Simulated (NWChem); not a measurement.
System: Si$_{2}$NH$_{6}$OCl; SMILES O[Si@H](N)[SiH2]Cl

Here is an NWChem input.

```
start job
memory heap 200 mb stack 900 mb global 1100 mb
geometry units angstroms noautoz
  N     -0.013876    -1.889193    -1.363737
  Si    -0.234299    -1.408920     0.275382
  O      1.101836    -1.392291     1.282123
  Si    -0.927816     0.833147     0.227389
  Cl     0.895525     1.838074    -0.092196
  H      0.148319    -2.863884    -1.594997
  H      0.463963    -1.279234    -2.018361
  H     -1.176257    -2.371409     0.901646
  H      1.684304    -0.633372     1.158205
  H     -1.852710     1.233227    -0.873342
  H     -1.480225     1.333332     1.521002
end
basis spherical
  * library def2-tzvp
end
dft
  xc xcamb88 1.00 lyp 0.81 vwn_5 0.19 hfexch 1.00
  cam 0.33 cam_alpha 0.19 cam_beta 0.46
  iterations 150
  semidirect filesize 400000000
  mulliken
end
task dft energy
```

Coordinates come from a PBE0/def2-SVP optimisation.

Q: What results follow from this input? (CAM-B3LYP/def2-TZVP.) Quantities: energy (Ha); highest occupied level (eV); orbital gap (eV); dipole (D).

A: 
```yaml
energy (Ha): -1172.97
highest occupied level (eV): -9.12
orbital gap (eV): 9.38
dipole (D): 1.55
```
